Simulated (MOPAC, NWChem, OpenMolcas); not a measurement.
**How methods differ on GeS (germanium sulfide)**

GeS has 2 atoms, charge 0, and is taken as a singlet. SMILES: `[S+]#[Ge-]`. The bond length is the measured one.

```xyz
2

S     0.0000    0.0000    0.0000
Ge    0.0000    0.0000    2.0121
```

Each level gives the dipole moment (D). The values are calculated.

```
            level                    kind     program  value (D)
              PM7          semi-empirical       MOPAC       3.81
   HF/aug-cc-pVTZ            Hartree–Fock  OpenMolcas       2.79
SVWN5/aug-cc-pVTZ                     LDA  OpenMolcas       1.91
  PBE/aug-cc-pVTZ                     GGA  OpenMolcas       1.98
M06-L/aug-cc-pVTZ                meta-GGA      NWChem       2.24
BHLYP/aug-cc-pVTZ           global hybrid  OpenMolcas       2.46
 PBE0/aug-cc-pVTZ           global hybrid  OpenMolcas       2.21
wB97X/aug-cc-pVTZ  range-separated hybrid      NWChem       2.47
```

All-electron rows without a relativistic Hamiltonian named are non-relativistic. The values span 1.91 to 3.81 D. Magnitudes only.
